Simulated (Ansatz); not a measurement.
One change: `C[SiH2][SiH](F)[SiH3]` becomes `O=C[SiH](F)[SiH3]`.

Ansatz, PBE0-D4/def2-TZVP geometries, multiplicity 1. Each molecule was computed in one conformer, which needn't be the lowest.

```json
{"property": "LUMO energy (B3LYP/def2-TZVPP) / eV", "`C[SiH2][SiH](F)[SiH3]`": "-1.04"}
{"property": "LUMO energy (PBE/def2-TZVPP) / eV", "`C[SiH2][SiH](F)[SiH3]`": "-1.72"}
{"property": "HOMO energy (PBE/def2-TZVPP) / eV", "`C[SiH2][SiH](F)[SiH3]`": "-6.55"}
{"property": "size of the dipole moment (B3LYP/def2-TZVPP) / D", "`C[SiH2][SiH](F)[SiH3]`": "1.33"}
{"property": "size of the dipole moment (ωB97M-V/def2-TZVPP) / D", "`C[SiH2][SiH](F)[SiH3]`": "1.31"}
{"property": "HOMO–LUMO gap (B3LYP/def2-TZVPP) / eV", "`C[SiH2][SiH](F)[SiH3]`": "6.43"}
```

(1) What does the change do to each property? (Estimate.)

Results:

(1) Ansatz gave: 
```csv
property,`O=C[SiH](F)[SiH3]`,shift
LUMO energy (B3LYP/def2-TZVPP) / eV,-2.18,-1.14
LUMO energy (PBE/def2-TZVPP) / eV,-3.05,-1.33
HOMO energy (PBE/def2-TZVPP) / eV,-5.80,0.75
size of the dipole moment (B3LYP/def2-TZVPP) / D,1.09,-0.24
size of the dipole moment (ωB97M-V/def2-TZVPP) / D,1.12,-0.19
HOMO–LUMO gap (B3LYP/def2-TZVPP) / eV,4.86,-1.57
```

With PBE0 the HOMO rises by 0.41 eV and the LUMO falls by 1.06 eV, so the gap narrows by about 1.47 eV. PBE moves the HOMO by 0.75 eV and ωB97M-V by 0.11 eV. Dipoles are sizes alone; their direction can turn.

B3LYP here is the variant with VWN-RPA as its local correlation; programs differ in this.
